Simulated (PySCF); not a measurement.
## Correlation energy of Kr (krypton, neutral)

[Kr], closed-shell 1S. All numbers are calculated (PySCF 2.14, the spin-free X2C one-electron Hamiltonian (Gaussian nucleus), in jorge-DZP-DKH (8s6p2d1f, 43 functions)). Frozen: [Ar] 3d10; 8 electrons correlated.

MP2 pair energies summed by pair of shells (mhartree):

```json
{"pair": "4p-4p", "energy": "-31.29", "share (%)": "61.1"}
{"pair": "4s-4p", "energy": "-16.50", "share (%)": "32.2"}
{"pair": "4s-4s", "energy": "-3.42", "share (%)": "6.7"}
```

Total MP2 correlation energy: -51.21 mhartree.

Same-spin part -12.14 and opposite-spin part -39.07 mhartree; SCS-MP2 scales them by 1/3 and 6/5 to -50.93 mhartree.

| level | correlation energy (mhartree) |
| --- | --- |
| CCSD | -57.35 |
| (T) | -0.50 |
| CCSD(T) | -57.85 |

Diagnostics: T1 = 0.00088, D1 = 0.0014, largest double amplitude 0.032.

Question: Is a single reference adequate?

Answer: Yes, within this model without spin-orbit coupling: T1 lies below 0.03 and no double amplitude reaches 0.07.
